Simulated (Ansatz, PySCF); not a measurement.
Energy difference R1 + R2 → P1, each structure at its B3LYP-D3(BJ)/def2-TZVP stationary point, reached from a drawn start (curvature not checked).
P1: Cl4Ge (SMILES [Cl][Ge]([Cl])([Cl])[Cl]), charge 0, multiplicity 1.
R1: Cl2Ge (SMILES [Cl][Ge][Cl]), charge 0, multiplicity 1.
R2: Cl2 (SMILES ClCl), charge 0, multiplicity 1.

P less R. No zero-point or thermal terms; no spin–orbit coupling.

Run with Ansatz (Gaussian basis) for Hartree–Fock, density functionals and correlated methods; PySCF for the D3/D4 terms. No computed number here is a measurement.

Q: What reaction energy does PBE0/def2-TZVPP give?

A: -81.4 kcal/mol

Q: Predict the reaction energy from B97M-V/def2-TZVPP.

A: -86.7 kcal/mol

Q: Predict the reaction energy from CAM-B3LYP-D3(BJ)/def2-TZVPP.

A: -80.7 kcal/mol

Ansatz is a quantum-chemistry and plane-wave program.
